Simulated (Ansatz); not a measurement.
Geometry optimisation, Ansatz 0.2.0, RKS r2SCANh/cc-pVDZ.

input.yaml

```yaml
crystal:
  periodic: [false, false, false]
  atoms:
    - { symbol: O, position_ang: [-1.6418, 1.48971, -0.78792] }
    - { symbol: Si, position_ang: [-0.22765, 1.0037, -0.63867] }
    - { symbol: O, position_ang: [0.31845, -0.29211, 0.15916] }
    - { symbol: S, position_ang: [-0.35526, -1.52167, 1.06273] }
    - { symbol: H, position_ang: [1.0734, 1.43237, -1.08454] }
    - { symbol: H, position_ang: [0.83287, -2.11201, 1.28924] }
basis:
  gaussian: { orbitals: cc-pVDZ }
hamiltonian:
  xc: r2scanh
relax:
  f_tol: 0.015
  max_steps: 40
output:
  orbitals: {}
```

Run as:

```bash
$ ansatz run input.yaml --threads 1 --pin off --max-ram 2048MiB --backend cpu --events-out ev --progress --plain --runs-dir out
```

Problem. Where does it end, and by what steps?

Solution. The run converged. After 9 steps the energy has fallen by 0.199 eV; H5 moved furthest, 0.26 Å.

```tsv
step	energy less start (eV)	largest force component (eV/Å)	accepted
0	0.0000	2.023	yes
1	-0.1097	0.920	yes
2	-0.1680	0.373	yes
3	-0.1831	0.394	yes
4	-0.1931	0.225	yes
5	-0.1928	0.123	no
6	-0.1980	0.090	yes
7	-0.1983	0.057	yes
8	-0.1986	0.023	yes
9	-0.1986	0.005	yes
```

```xyz
6
Properties=species:S:1:pos:R:3
O -1.650 1.338 -0.693
Si -0.155 0.975 -0.628
O 0.540 -0.317 0.153
S -0.420 -1.452 1.023
H 1.024 1.649 -1.218
H 0.661 -2.194 1.363
```

Time of the run: 62 s on 1 thread of AMD EPYC 7R43 64-Core Processor (Zen 3) (shared host), peak memory 0.17 GiB.
